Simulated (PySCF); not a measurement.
Gas-phase equilibrium of 1 mol H2O, 9.8 mol O2 at 800 K and 10.0 bar, among 9 species (O2, O, HO2, H2O, H, H2O2, O3, H2, OH). Only gases are allowed; each row takes one source of thermochemistry for all species, and Cantera finds the minimum.

Method: PySCF energies plus ideal-gas RRHO corrections (1 bar). The comparison is the NASA 1993 polynomial table, which mixes measured and estimated data. † marks an energy on the PBE0/def2-TZVP geometry and frequencies; other levels use their own. MP2 and CCSD(T) freeze the core. 6-31G* has spherical d functions here. Open shells (unrestricted) among the columns below: O2 (multiplicity 3), O (multiplicity 3, electronic degeneracy 9), OH (multiplicity 2, electronic degeneracy 4); the rest are closed-shell singlets. Spin-orbit splitting is ignored; it lowers the true energy and changes the entropy of O, OH. MP2 isn't extrapolated to the basis-set limit. CCSD(T) isn't extrapolated to the basis-set limit. The harmonic model lacks anharmonicity and excited electronic states, which grow with temperature; levels with a mode under 35 cm⁻¹ are left out. The table's entry may be an old estimate for OH (not checked at source).

Molecules larger than those listed are left out.

With table thermochemistry: O2 0.91, H2O 0.093, O <1e-12, OH 6.8e-10.

Problem. How far does the composition move with the other sources (BLYP/def2-TZVP†, CCSD(T)/def2-TZVPP†, HF/6-31G*, M06-2X/def2-TZVP†, MP2/def2-TZVPP†, PBE0/def2-TZVP)?

Solution. 
| thermochemistry | x O2 | x H2O | x O | x OH |
|---|---|---|---|---|
| table | 0.91 | 0.093 | <1e-12 | 6.8e-10 |
| BLYP/def2-TZVP† | 0.91 | 0.093 | <1e-12 | 5.5e-10 |
| CCSD(T)/def2-TZVPP† | 0.91 | 0.093 | <1e-12 | 2.3e-9 |
| HF/6-31G* | 0.85 | 0.089 | 0.059 | 0.0013 |
| M06-2X/def2-TZVP† | 0.91 | 0.093 | <1e-12 | 9.8e-10 |
| MP2/def2-TZVPP† | 0.91 | 0.093 | <1e-12 | 1.3e-10 |
| PBE0/def2-TZVP | 0.91 | 0.093 | <1e-12 | 1.3e-9 |
The most sensitive of these is O: it spans a factor of 10^10.8 over these rows; at this temperature one factor of ten is RT ln 10 = 15 kJ/mol.
